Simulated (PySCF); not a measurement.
C₆ coefficients of unlike pairs at M06-2X

Calculated with PySCF 2.14 from the dipole response of each species, C₆(A,B) = (3/π) ∫ α_A(iu) α_B(iu) du, in atomic units, from isotropic polarisabilities. For ions this is the dispersion term alone; charge-induced terms of lower order in 1/R come first.

| species | configuration | basis | relativity | α (bohr³) | C₆ (like pair) |
| --- | --- | --- | --- | --- | --- |
| Se⁺ | [Ar] 3d10 4s2 4p3 (4S) | x2c-TZVPPall with one added diffuse shell each of s, p, d type (7s6p5d1f) | spin-free X2C | 14.02 | 83.21 |
| Ar⁺ | [Ne] 3s2 3p5 (2P) | aug-cc-pCVTZ-DK (8s7p5d3f) | spin-free X2C | 6.959 | 31.07 |
| I²⁺ | [Kr] 4d10 5s2 5p3 (4S) | aug-cc-pwCVTZ-DK3 (10s9p7d4f1g) | spin-free X2C | 12.79 | 86.31 |

(1) Estimate C₆ for Ar⁺ with Se⁺.

No spin-orbit coupling is included.

The other pairs:

```tsv
pair	C₆
I²⁺, Se⁺	83.89
I²⁺, Ar⁺	51.59
```

Results:

(1) The integral gives 49.87. The combination rule 2 C_A C_B / (C_A α_B/α_A + C_B α_A/α_B) gives 49.77 and the geometric mean 50.85.
